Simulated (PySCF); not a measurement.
# Antimony: highly charged ions in a basis for the neutral atom

Sb¹⁶⁺ [Ar] 3d10 4s2 4p5, Sb¹⁷⁺ [Ar] 3d10 4s2 4p4. Calculation: PySCF 2.14, in def2-TZVP with the def2 core potential (28 electrons) (6s5p3d2f, 50 functions); a scalar-relativistic core potential. No spin-orbit coupling, so a gap to NIST mixes the basis error with missing relativistic terms.

Changed run: basis of the neutral atom used for a highly charged ion. This setting is unsound on purpose.

| species | method | sound run (hartree) | changed run (hartree) | converged |
| --- | --- | --- | --- | --- |
| Sb¹⁶⁺ | UHF | not run | -143.09757 | yes |
| Sb¹⁶⁺ | M06-L | not run | -143.58062 | yes |
| Sb¹⁶⁺ | BP86 | not run | -143.49816 | yes |
| Sb¹⁷⁺ | UHF | not run | -126.51227 | yes |
| Sb¹⁷⁺ | M06-L | not run | -126.87596 | yes |
| Sb¹⁷⁺ | BP86 | not run | -126.85361 | yes |

Ionisation energy of Sb¹⁶⁺:

```json
{"method": "UHF", "changed run (eV)": "451.31", "NIST (eV)": "447 ± 3"}
{"method": "M06-L", "changed run (eV)": "454.56", "NIST (eV)": "447 ± 3"}
{"method": "BP86", "changed run (eV)": "452.92", "NIST (eV)": "447 ± 3"}
```

The contracted functions were made for the neutral atom and can be too rigid for a highly charged ion.
